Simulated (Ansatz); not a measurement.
Cs3H3⁺. Total charge 1; doublet. Geometry PBE0-D4/def2-TZVP; atoms count from 1.

```xyz
6

Cs    4.2962    2.0847    4.1652
Cs   -0.3765   -0.4137    1.8084
Cs   -3.0804   -1.5729   -2.6375
H     0.7645    0.6463   -1.5118
H     0.1401    0.2518   -1.3657
H    -1.7439   -0.9963   -0.4587
```

In the def2 sets Cs takes a core potential; there is no spin–orbit coupling. In the doublet, H4 and H5 lie 0.75 Å apart (atoms count from 1), so H2 has formed as a molecule. The structure comes from a short search, and lower isomers may exist.

Problem. Estimate the Mulliken populations from the PBE0/def2-TZVP orbitals of Ansatz.

Solution. 
| atom | charge (e) | spin (α − β) |
| --- | --- | --- |
| Cs1 | 0.00 | 0.99 |
| Cs2 | 0.97 | -0.03 |
| Cs3 | 0.72 | 0.03 |
| H4 | 0.01 | 0.00 |
| H5 | -0.03 | 0.00 |
| H6 | -0.67 | 0.00 |
Mulliken values depend strongly on the basis.

Problem. Where does the spin sit?

Solution. Summed by element: Cs 1.00, H 0.00, of 1 unpaired in all. Largest on single atoms: Cs1 0.99, Cs3 0.03, Cs2 -0.03.
